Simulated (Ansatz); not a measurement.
`C#[C][Zr]([OH])([F])[Cl]` + CH₃NH₂ → `C[NH][Zr]([OH])([F])[Cl]` + `C#C` at 400 K and 1 bar (ligand exchange at a Zr–C bond).

Gas-phase electronic energies from Ansatz, PBE0-D4/def2-TZVP geometries. CCSD(T)/CBS is the MP2 limit (def2-TZVPP, def2-QZVPP) plus CCSD(T) − MP2 in def2-TZVPP, frozen cores. This one scheme is used for every species. Elements past krypton have def2 core potentials. For Zr outer-core shells are correlated without core-valence functions, which leaves a few kJ/mol of doubt a bond. Each species was taken in one conformer, which may not be the lowest.

| species | CCSD(T)/CBS energy (Eh) | H − E (kJ/mol) | S (J/(mol·K)) |
| --- | --- | --- | --- |
| `C#[C][Zr]([OH])([F])[Cl]` | -759.21682 | 129.3 | 445.8 |
| CH₃NH₂ | -95.75281 | 185.4 | 256.0 |
| `C[NH][Zr]([OH])([F])[Cl]` | -777.75886 | 225.7 | 465.7 |
| `C#C` | -77.22717 | 85.5 | 213.8 |

H − E and S are ideal-gas, rigid-rotor, harmonic terms from PBE0-D4/def2-TZVP, for one conformer and one mirror image of each species. 1 Eh = 2625.50 kJ/mol, R = 8.31446 J/(mol·K).

**Question.** By hand: ΔE, ΔH, ΔS and ΔG.

**Answer.** ΔE = (-777.75886) + (-77.22717) − (-759.21682) − (-95.75281) = -0.01640 Eh = -43.1 kJ/mol. Δ(H − E) = 225.7 + 85.5 − 129.3 − 185.4 = -3.5, so ΔH = -46.6 kJ/mol. ΔS = 465.7 + 213.8 − 445.8 − 256.0 = -22.3 J/(mol·K). ΔG = -46.6 − 400 × (-22.3)/1000 = -37.7 kJ/mol.

**Question.** By hand: the equilibrium constant, and the temperature at which ΔG would vanish if ΔH and ΔS stayed fixed.

**Answer.** log₁₀ K = −ΔG/(RT ln 10) = 4.9. ΔG = 0 at ΔH/ΔS = 2090 K.

ΔH outweighs TΔS. A doubt of 5 kJ/mol in ΔE shifts log₁₀ K by 0.7 here. Other conformers and mirror images would add mixing entropy, several J/(mol·K) or more a flexible species. Modes under 60 cm⁻¹, often nearly free rotors, make the harmonic entropy too high. These are equilibria of isolated gas molecules and say nothing of rates. Largest T1 diagnostic: 0.017 (customary marks: 0.02 for closed shells, 0.045 for open ones).
